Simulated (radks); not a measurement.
The mean radii <r> (bohr) of the occupied orbitals of an atom or ion are listed with their occupations. All-electron calculation, scalar-relativistic Kohn-Sham, XLYP, spin-polarised, spherical densities, point nucleus. Program: a radial shooting solver on a logarithmic mesh with Libxc functionals.

| orbital | occ. | <r> |
|---|---|---|
| 1s up | 1 | 0.02842 |
| 1s down | 1 | 0.02842 |
| 2s up | 1 | 0.1226 |
| 2s down | 1 | 0.1226 |
| 2p up | 3 | 0.1071 |
| 2p down | 3 | 0.1071 |
| 3s up | 1 | 0.3306 |
| 3s down | 1 | 0.3306 |
| 3p up | 3 | 0.3288 |
| 3p down | 3 | 0.3288 |
| 3d up | 5 | 0.3055 |
| 3d down | 5 | 0.3054 |
| 4s up | 1 | 0.7904 |
| 4s down | 1 | 0.7904 |
| 4p up | 3 | 0.8519 |
| 4p down | 3 | 0.8516 |
| 4d up | 5 | 1.027 |
| 4d down | 5 | 1.024 |
| 5s up | 1 | 2.091 |
| 5s down | 1 | 2.090 |
| 5p up | 1 | 2.498 |

Name the element and its charge. Open shells, if any, are filled with parallel spins first.

Answer. Z = 51, antimony, charge +2: Sb2+ in [Kr] 4d10 5s2 5p1. The 1s radius gives Z: for a bare nucleus <r> = (2 gamma + 1)/(2Z) with gamma = sqrt(1 - (Z/c)^2), 0.028 bohr for Z = 51, and screening makes it slightly larger (0.02842 here). The occupations add up to 49, and the charge is Z minus that.
